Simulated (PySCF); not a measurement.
PySCF was given this input:
```python
from pyscf import gto, scf, mp

mol = gto.Mole()
mol.atom = '''
    B     0.00238864    0.26611613    0.46432596
    F    -1.13132111   -0.57284179    0.21989644
    F     0.03989163    1.06338357   -0.72388788
    F     1.09010246   -0.63838407    0.24603257
'''
mol.basis = 'cc-pvtz'
mol.spin = 2
mol.verbose = 3
mol.build()

mf = scf.UHF(mol)
mf.kernel()

pt = mp.MP2(mf, frozen=4)
pt.kernel()
print('E(MP2) = %.10f' % pt.e_tot)
```

Question: Predict the SCF-reference dipole moment from PySCF with MP2/cc-pVTZ.

Answer: 0.24 D

Question: What is the computed total energy (MP2/cc-pVTZ)?

Answer: -323.8431 Eh

Question: Predict the SCF-reference <S^2> from MP2/cc-pVTZ.

Answer: 2.046

Question: What SCF-reference HOMO energy does MP2/cc-pVTZ give?

Answer: -11.08 eV

These values belong to the state on which the SCF converged, which isn't shown to be the lowest.
